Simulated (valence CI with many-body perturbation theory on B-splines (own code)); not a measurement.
Tl⁵⁰⁺: key properties

Computed by configuration interaction combined with many-body perturbation theory (CI+MBPT): three valence electrons over a frozen Dirac-Fock core [Ar] 3d10, a basis of 11 s, 11 p, 10 d, 8 f, 5 g, 2 h functions for each j, with the one-electron correlation potential Σ1, the two-electron term Σ2, the three-electron term Σ3, Breit, model QED; selected CI, second order for the rest, scaled by the run's own slope (own B-spline code, finite nucleus).

The last digits are not significant, and no measured levels were compared; by estimate large intervals hold to a few tenths of a per cent, small ones and those within an open d or f shell to about a per cent.

Levels are named by their leading jj configuration (3d3/2^4 stands for four electrons in 3d with j = 3/2), which in mixed levels can hold well under half, so a name can repeat and another be missing.

Rates and lifetimes use the calculated energies. Strong lines usually hold to 10 to 20 %, long lifetimes can be off by a factor of two.

Q: What is the ground level?

A: (4s^2 4p1/2) J=1/2, composition 100 % 4s²4p ²P°, g = 0.657.

Q: Where does the other parity begin?

A: At (4s 4p1/2^2) J=1/2, 930.40 × 10³ cm⁻¹.

Q: Name the longest-lived excited levels whose lifetime is computed, and their main decay.

A: (4s 4p3/2 4d5/2) J=9/2 at 5054.2 × 10³ cm⁻¹ lives 55.1 ns, mostly by M1 to (4s 4p1/2 4d5/2) J=7/2; (4s^2 4p3/2) J=3/2 at 1283.8 × 10³ cm⁻¹ lives 34.4 ns, mostly by M1 to (4s^2 4p1/2) J=1/2.

Q: How well does LS coupling describe the low levels?

A: Among the lowest 20 levels the leading LS term, summed over configurations, holds 66 % on average. For single configurations the figures are 65 % in LS and 97 % in jj coupling. Terms mix most in the J = 3/2 level at 3725.5 × 10³ cm⁻¹, where the leading one holds 35 %.

Q: Among levels below 8598.7 × 10³ cm⁻¹, which E1 lines absorb most strongly from the ground level?

A: to (4s^2 4d3/2) J=3/2 at 3.586 nm, f = 0.863; to (4s 4p1/2 4p3/2) J=3/2 at 4.394 nm, f = 0.440; to (4s 4p1/2 4p3/2) J=1/2 at 4.357 nm, f = 0.396.

Q: What is the ionisation energy?

A: 2925.9 eV; NIST lists 2925 ± 4 eV (theoretical).
